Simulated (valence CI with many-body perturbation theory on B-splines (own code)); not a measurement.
## E1 line list for Tl LXVIII

Computed by valence CI with perturbative core correlation (CI+MBPT): four valence electrons over a frozen Dirac-Fock core [Ne], a basis of 11 s, 11 p, 10 d, 8 f, 5 g, 2 h functions for each j, with the one-electron correlation potential Σ1, the two-electron term Σ2, the three-electron term Σ3, Breit, model QED; selected CI, second order for the rest, scaled by the run's own slope (own B-spline code, finite nucleus).

No measured spectrum was set against this ion. As an estimate, large intervals hold to a few tenths of a per cent, small ones and those within an open d or f shell to about a per cent. Among the levels kept, up to 580 cm⁻¹ of a level comes from second order outside the variational space, and about a tenth of that is noise between levels of different J, which matters for small intervals.

Lines 101 to 150 of 544 in falling wavelength, among levels below 2423.6 eV, chosen from the strongest by gf and those to the six lowest levels. Wavelengths and rates use the calculated energies. Electric multipoles are in the length gauge, E1 and E2 with the static RPA response of the core. Weak lines are less certain than strong ones. Lines between different terms over intervals too small for the method are left out, as are lines whose strength nearly cancels. The highest levels of a list are the least certain.

Levels are named by their leading jj configuration (3d3/2^4 stands for four electrons in 3d with j = 3/2), which in mixed levels can hold well under half, so a name can repeat and another be missing. Letters in brackets count levels of one name in rising energy.

| λ vac (Å) | Upper | Lower | A (s⁻¹) | log gf | Branch % |
| --- | --- | --- | --- | --- | --- |
| 33.86 | (3s 3p1/2 3d3/2 3d5/2) J=4 [b] | (3s 3p1/2 3p3/2 3d3/2) J=3 [c] | 2.00e+11 | -0.51 | 23.3 |
| 33.86 | (3s 3p1/2 3p3/2 3d5/2) J=2 [b] | (3s 3p1/2 3p3/2^2) J=2 [b] | 1.11e+11 | -1.02 | 5.2 |
| 33.69 | (3s 3p1/2 3d5/2^2) J=4 [a] | (3s 3p1/2 3p3/2 3d5/2) J=3 [b] | 1.00e+11 | -0.82 | 9.8 |
| 33.68 | (3s 3p1/2 3d5/2^2) J=3 [b] | (3s 3p1/2 3p3/2 3d5/2) J=2 [c] | 2.28e+11 | -0.57 | 15.6 |
| 33.65 | (3s 3p1/2 3d3/2 3d5/2) J=2 [b] | (3s 3p1/2 3p3/2 3d3/2) J=1 [c] | 9.64e+10 | -1.09 | 11.1 |
| 33.62 | (3p1/2^2 3d5/2^2) J=2 | (3p1/2^2 3p3/2 3d5/2) J=1 | 1.16e+11 | -1.01 | 10.7 |
| 33.61 | (3s 3p1/2 3d5/2^2) J=3 [b] | (3s 3p1/2 3p3/2 3d5/2) J=3 [d] | 1.32e+11 | -0.81 | 9.0 |
| 33.46 | (3p1/2^2 3d5/2^2) J=4 | (3p1/2^2 3p3/2 3d5/2) J=3 | 2.80e+11 | -0.37 | 34.3 |
| 33.40 | (3s^2 3d5/2^2) J=2 | (3s^2 3p3/2 3d5/2) J=1 | 2.47e+11 | -0.68 | 22.8 |
| 33.33 | (3s^2 3d5/2^2) J=4 | (3s^2 3p3/2 3d5/2) J=3 | 6.46e+11 | -0.01 | 69.3 |
| 33.28 | (3s 3p1/2 3d5/2^2) J=2 [b] | (3s 3p1/2 3p3/2 3d5/2) J=2 [c] | 9.15e+10 | -1.12 | 7.2 |
| 33.27 | (3s 3p3/2^2 3d5/2) J=1 [a] | (3s 3p3/2^3) J=2 | 2.64e+11 | -0.88 | 6.9 |
| 33.23 | (3s 3p1/2 3d5/2^2) J=1 [a] | (3s 3p1/2 3p3/2 3d5/2) J=0 | 1.49e+11 | -1.13 | 10.6 |
| 33.22 | (3s 3p3/2^2 3d5/2) J=3 [a] | (3s 3p3/2^3) J=2 | 1.08e+11 | -0.90 | 3.7 |
| 33.22 | (3s 3p1/2 3d5/2^2) J=2 [b] | (3s 3p1/2 3p3/2 3d5/2) J=3 [d] | 1.05e+11 | -1.06 | 8.3 |
| 33.09 | (3s 3p1/2 3d5/2^2) J=2 [b] | (3s 3p1/2 3p3/2 3d5/2) J=1 [c] | 8.59e+10 | -1.15 | 6.8 |
| 33.08 | (3s 3p1/2 3d3/2 3d5/2) J=2 [d] | (3s 3p1/2 3p3/2 3d3/2) J=1 [d] | 1.98e+11 | -0.79 | 2.4 |
| 33.00 | (3s 3p1/2 3d3/2 3d5/2) J=1 [b] | (3s 3p1/2 3p3/2 3d3/2) J=1 [c] | 2.89e+11 | -0.85 | 24.9 |
| 32.99 | (3s 3p1/2 3d3/2 3d5/2) J=4 [b] | (3s 3p1/2 3p3/2 3d3/2) J=3 [b] | 8.08e+10 | -0.93 | 9.4 |
| 32.93 | (3s 3p1/2 3d3/2 3d5/2) J=3 [d] | (3s 3p1/2 3p3/2 3d3/2) J=2 [d] | 3.01e+11 | -0.47 | 4.9 |
| 32.92 | (3s 3p1/2 3d5/2^2) J=1 [a] | (3s 3p1/2 3p3/2 3d5/2) J=1 [c] | 2.63e+11 | -0.89 | 18.8 |
| 32.76 | (3s 3p1/2^2 3d5/2) J=2 | (3s 3p1/2^2 3p3/2) J=1 | 2.82e+11 | -0.64 | 64.9 |
| 32.75 | (3s^2 3p3/2 3d5/2) J=2 | (3s^2 3p3/2^2) J=2 | 2.84e+11 | -0.64 | 87.1 |
| 32.70 | (3s 3p1/2 3d3/2 3d5/2) J=0 | (3s 3p1/2 3p3/2 3d3/2) J=1 [c] | 4.04e+11 | -1.19 | 37.5 |
| 32.65 | (3s 3p1/2 3d3/2 3d5/2) J=3 [b] | (3s 3p1/2 3p3/2 3d3/2) J=2 [b] | 2.02e+11 | -0.65 | 22.2 |
| 32.63 | (3s 3p1/2 3d5/2^2) J=4 [a] | (3s 3p1/2 3p3/2 3d5/2) J=3 [a] | 4.31e+11 | -0.21 | 42.1 |
| 32.60 | (3s^2 3d3/2 3d5/2) J=3 | (3s^2 3p3/2 3d3/2) J=2 | 3.65e+11 | -0.39 | 4.2 |
| 32.54 | (3s 3p1/2 3d3/2 3d5/2) J=1 [c] | (3s 3p1/2 3p3/2 3d3/2) J=0 [b] | 1.61e+11 | -1.12 | 1.8 |
| 32.54 | (3s 3p1/2 3d5/2^2) J=5 | (3s 3p1/2 3p3/2 3d5/2) J=4 [b] | 2.84e+11 | -0.30 | 39.7 |
| 32.46 | (3s 3p1/2 3d5/2^2) J=2 [a] | (3s 3p1/2 3p3/2 3d5/2) J=1 [a] | 1.13e+11 | -1.05 | 11.3 |
| 32.41 | (3s^2 3p1/2 3d5/2) J=2 | (3s^2 3p1/2 3p3/2) J=2 | 6.55e+10 | -1.29 | 12.6 |
| 32.41 | (3s 3p1/2 3d5/2^2) J=4 [b] | (3s 3p1/2 3p3/2 3d5/2) J=4 [c] | 1.98e+11 | -0.55 | 21.8 |
| 32.35 | (3s 3p1/2 3p3/2 3d5/2) J=0 | (3s 3p1/2 3p3/2^2) J=1 [b] | 5.34e+11 | -1.08 | 24.1 |
| 32.35 | (3s^2 3d5/2^2) J=2 | (3s^2 3p3/2 3d5/2) J=3 | 1.34e+11 | -0.98 | 12.4 |
| 32.26 | (3s^2 3p1/2 3d5/2) J=3 | (3s^2 3p1/2 3p3/2) J=2 | 3.60e+11 | -0.40 | 100.0 |
| 32.22 | (3s 3p1/2 3p3/2 3d5/2) J=2 [a] | (3s 3p1/2 3p3/2^2) J=2 [a] | 2.83e+11 | -0.66 | 23.0 |
| 32.22 | (3s 3p3/2^2 3d5/2) J=1 [b] | (3s 3p3/2^3) J=1 | 5.73e+11 | -0.57 | 6.7 |
| 32.18 | (3p1/2^2 3d3/2 3d5/2) J=2 | (3p1/2^2 3p3/2 3d3/2) J=1 | 1.80e+11 | -0.86 | 29.8 |
| 32.17 | (3s 3p1/2 3d3/2 3d5/2) J=1 [c] | (3s 3p1/2 3p3/2 3d3/2) J=1 [d] | 1.60e+11 | -1.13 | 1.8 |
| 32.15 | (3s 3p1/2 3p3/2 3d5/2) J=3 [b] | (3s 3p1/2 3p3/2^2) J=3 | 3.01e+11 | -0.49 | 28.7 |
| 32.09 | (3s 3p1/2 3d3/2 3d5/2) J=2 [a] | (3p1/2^2 3p3/2^2) J=2 | 1.51e+11 | -0.93 | 10.5 |
| 31.98 | (3s^2 3d3/2 3d5/2) J=3 | (3s^2 3p3/2 3d3/2) J=3 | 6.66e+10 | -1.15 | 0.8 |
| 31.98 | (3s 3p1/2 3d5/2^2) J=1 [b] | (3s 3p1/2 3p3/2 3d5/2) J=2 [d] | 3.38e+11 | -0.81 | 25.0 |
| 31.97 | (3s 3p1/2 3d3/2 3d5/2) J=3 [c] | (3s 3p1/2 3p3/2 3d3/2) J=2 [c] | 3.39e+11 | -0.44 | 5.1 |
| 31.97 | (3s 3p1/2 3d3/2 3d5/2) J=2 [b] | (3s 3p1/2 3p3/2 3d3/2) J=2 [b] | 2.39e+11 | -0.74 | 27.6 |
| 31.92 | (3s 3p1/2 3d5/2^2) J=2 [b] | (3s 3p1/2 3p3/2 3d5/2) J=1 [b] | 1.19e+11 | -1.04 | 9.3 |
| 31.82 | (3p1/2^2 3p3/2 3d5/2) J=1 | (3p1/2^2 3p3/2^2) J=0 | 3.08e+11 | -0.85 | 16.6 |
| 31.81 | (3s 3p1/2 3p3/2 3d5/2) J=4 [b] | (3s 3p1/2 3p3/2^2) J=3 | 2.94e+11 | -0.40 | 49.1 |
| 31.78 | (3s 3p1/2 3d5/2^2) J=3 [b] | (3s 3p1/2 3p3/2 3d5/2) J=3 [c] | 1.30e+11 | -0.86 | 8.9 |
| 31.73 | (3p1/2^2 3d3/2 3d5/2) J=4 | (3p1/2^2 3p3/2 3d3/2) J=3 | 3.09e+11 | -0.38 | 52.6 |

Q: How does gf follow from A for the line at 32.26 Å?

A: gf = 1.4992 × (2J+1)_upper × A / σ², with σ = 3099904 cm⁻¹ and 2J+1 = 7: gf = 0.394.
